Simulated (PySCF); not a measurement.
## Pb (lead, neutral): TPSS calculation

Configuration: [Xe] 4f14 5d10 6s2 6p2, high-spin 3P determinant. All numbers are calculated (PySCF 2.14, scalar relativity by spin-free X2C-1e, in aug-cc-pVTZ-DK3 (9s8p6d3f, 84 functions)).

| Property | Result |
| --- | --- |
| Total energy | -20883.27 hartree |
| One-electron energy | -28570.36 hartree |
| Hartree (Coulomb) energy | 8082.13 hartree |
| Exchange-correlation energy | -395.03 hartree |
| ⟨S²⟩ | 2.0019 |
| ⟨L²⟩ | 2.005 |
| Sum of ⟨r⟩ | 49.31 bohr |
| Sum of ⟨r²⟩ | 73.44 bohr² |
| Traceless quadrupole moment −½Σ⟨3z² − r²⟩ along its main axis | 5.18 e·bohr² |
| Langevin diamagnetic susceptibility | -58.2 ×10⁻⁶ cm³/mol |
| Time after the integrals | of the order of 9 core-seconds |

```json
{"shell": "1s α", "electrons": "1", "mean orbital energy (hartree)": "-3225.51006", "spread (hartree)": "0", "rms radius, mean of both spins (bohr)": "0.0181"}
{"shell": "1s β", "electrons": "1", "mean orbital energy (hartree)": "-3225.50938", "spread (hartree)": "0", "rms radius, mean of both spins (bohr)": "0.0181"}
{"shell": "2s α", "electrons": "1", "mean orbital energy (hartree)": "-576.81990", "spread (hartree)": "0", "rms radius, mean of both spins (bohr)": "0.0730"}
{"shell": "2s β", "electrons": "1", "mean orbital energy (hartree)": "-576.81989", "spread (hartree)": "0", "rms radius, mean of both spins (bohr)": "0.0730"}
{"shell": "2p α", "electrons": "3", "mean orbital energy (hartree)": "-497.44808", "spread (hartree)": "0.00074", "rms radius, mean of both spins (bohr)": "0.0673"}
{"shell": "2p β", "electrons": "3", "mean orbital energy (hartree)": "-497.44777", "spread (hartree)": "0.00115", "rms radius, mean of both spins (bohr)": "0.0673"}
{"shell": "3s α", "electrons": "1", "mean orbital energy (hartree)": "-138.54753", "spread (hartree)": "0", "rms radius, mean of both spins (bohr)": "0.186"}
{"shell": "3s β", "electrons": "1", "mean orbital energy (hartree)": "-138.54722", "spread (hartree)": "0", "rms radius, mean of both spins (bohr)": "0.186"}
{"shell": "3p α", "electrons": "3", "mean orbital energy (hartree)": "-115.61897", "spread (hartree)": "0.00226", "rms radius, mean of both spins (bohr)": "0.189"}
{"shell": "3p β", "electrons": "3", "mean orbital energy (hartree)": "-115.61860", "spread (hartree)": "0.00266", "rms radius, mean of both spins (bohr)": "0.189"}
{"shell": "3d α", "electrons": "5", "mean orbital energy (hartree)": "-91.00958", "spread (hartree)": "0.00197", "rms radius, mean of both spins (bohr)": "0.173"}
{"shell": "3d β", "electrons": "5", "mean orbital energy (hartree)": "-91.00930", "spread (hartree)": "0.00233", "rms radius, mean of both spins (bohr)": "0.173"}
{"shell": "4s α", "electrons": "1", "mean orbital energy (hartree)": "-31.39315", "spread (hartree)": "0", "rms radius, mean of both spins (bohr)": "0.408"}
{"shell": "4s β", "electrons": "1", "mean orbital energy (hartree)": "-31.39272", "spread (hartree)": "0", "rms radius, mean of both spins (bohr)": "0.408"}
{"shell": "4p α", "electrons": "3", "mean orbital energy (hartree)": "-23.82593", "spread (hartree)": "0.00550", "rms radius, mean of both spins (bohr)": "0.436"}
{"shell": "4p β", "electrons": "3", "mean orbital energy (hartree)": "-23.82547", "spread (hartree)": "0.00603", "rms radius, mean of both spins (bohr)": "0.436"}
{"shell": "4d α", "electrons": "5", "mean orbital energy (hartree)": "-14.72448", "spread (hartree)": "0.00546", "rms radius, mean of both spins (bohr)": "0.463"}
{"shell": "4d β", "electrons": "5", "mean orbital energy (hartree)": "-14.72389", "spread (hartree)": "0.00608", "rms radius, mean of both spins (bohr)": "0.463"}
{"shell": "5s α", "electrons": "1", "mean orbital energy (hartree)": "-5.28004", "spread (hartree)": "0", "rms radius, mean of both spins (bohr)": "0.909"}
{"shell": "5s β", "electrons": "1", "mean orbital energy (hartree)": "-5.27835", "spread (hartree)": "0", "rms radius, mean of both spins (bohr)": "0.909"}
{"shell": "4f α", "electrons": "7", "mean orbital energy (hartree)": "-4.84049", "spread (hartree)": "0.00588", "rms radius, mean of both spins (bohr)": "0.494"}
{"shell": "4f β", "electrons": "7", "mean orbital energy (hartree)": "-4.83970", "spread (hartree)": "0.00674", "rms radius, mean of both spins (bohr)": "0.494"}
{"shell": "5p α", "electrons": "3", "mean orbital energy (hartree)": "-3.18032", "spread (hartree)": "0.01348", "rms radius, mean of both spins (bohr)": "1.04"}
{"shell": "5p β", "electrons": "3", "mean orbital energy (hartree)": "-3.17884", "spread (hartree)": "0.01522", "rms radius, mean of both spins (bohr)": "1.04"}
{"shell": "5d α", "electrons": "5", "mean orbital energy (hartree)": "-0.77775", "spread (hartree)": "0.01521", "rms radius, mean of both spins (bohr)": "1.41"}
{"shell": "5d β", "electrons": "5", "mean orbital energy (hartree)": "-0.77066", "spread (hartree)": "0.02091", "rms radius, mean of both spins (bohr)": "1.41"}
{"shell": "6s α", "electrons": "1", "mean orbital energy (hartree)": "-0.45309", "spread (hartree)": "0", "rms radius, mean of both spins (bohr)": "2.48"}
{"shell": "6s β", "electrons": "1", "mean orbital energy (hartree)": "-0.41048", "spread (hartree)": "0", "rms radius, mean of both spins (bohr)": "2.48"}
{"shell": "6p α", "electrons": "2", "mean orbital energy (hartree)": "-0.14505", "spread (hartree)": "0", "rms radius, mean of both spins (bohr)": "3.57"}
```

Spin-orbit coupling is strong in this species (close to jj coupling), so the high-spin LS determinant is a model state, not a physical level.

Densities and radii are taken from the X2C orbitals without a picture-change correction, which distorts them close to the nucleus.
